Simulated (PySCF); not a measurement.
# Structure from NMR data

The spectra below were simulated for a compound C₆H₅NO.

1H NMR (300 MHz, computed): δ 10.46 (s, 1H), 9.34 (s, 1H), 9.21 (d, 1H), 8.73 (d, 1H), 7.66 (m, 1H).

13C{1H} NMR (computed): δ 203.3, 168.8, 168.4, 146.5, 141.9, 133.3.

Single conformer, non-relativistic Hamiltonian, no solvent. GIAO wB97X-D/pcSseg-2 shieldings; PBE0-D3(BJ)/def2-TZVP structure; PySCF 2.14.0 with density-fitted response routines.

Scale: TMS for 1H (σref 31.63) and 13C (σref 186.29) (reference shieldings calculated alike).

Task: Choose the structure that fits.
A. O=Cc1cccnc1
B. O=Cc1ccncc1
C. O=Cc1ccccn1

Result: A. 

- Rings plus π bonds: 5 (1 ring in the answer).
- 6 carbon signals for 6 carbons: no two carbons are equivalent.
- Carbon types of the structure: 1 × C, 5 × CH, which accounts for all hydrogens.
- δC 203.3: aldehyde carbonyl carbon; the double bond to the heteroatom, with no lone-pair donor beside it, deshields it most.
- δC 168.8, 168.4: aromatic CH next to a ring nitrogen; the adjacent pyridine-type nitrogen withdraws density from it.
- δH 10.46: hydrogen on an aldehyde carbonyl carbon; deshielded by the polar, anisotropic C=O bond.
- δH 9.34, 9.21: hydrogen on an aromatic CH next to a ring nitrogen; ring current plus the neighbouring ring nitrogen.
- δH 8.73, 7.66: hydrogen on an aromatic CH.

The others: O=Cc1ccncc1 would give 4 carbon signals, not 6; O=Cc1ccccn1 has carbons computed at 208.4, 166.1, 162.4, 148.1, 137.7, 132.0.

Shifts are as computed. Against solution values, carbons near 30 ppm lie about +3 ppm off and those near 130 ppm about +10 ppm. Of 1211 compounds with measured shifts, 218 miss one by over three times the rms of a fit or turn the order of signals round; such compounds aren't used in these exercises. No couplings were computed; multiplicities are counted from neighbouring protons, with m where these are inequivalent, close in shift, in a saturated or five-membered ring or joined by F or P, and br s for small geminal =CH2 splittings.
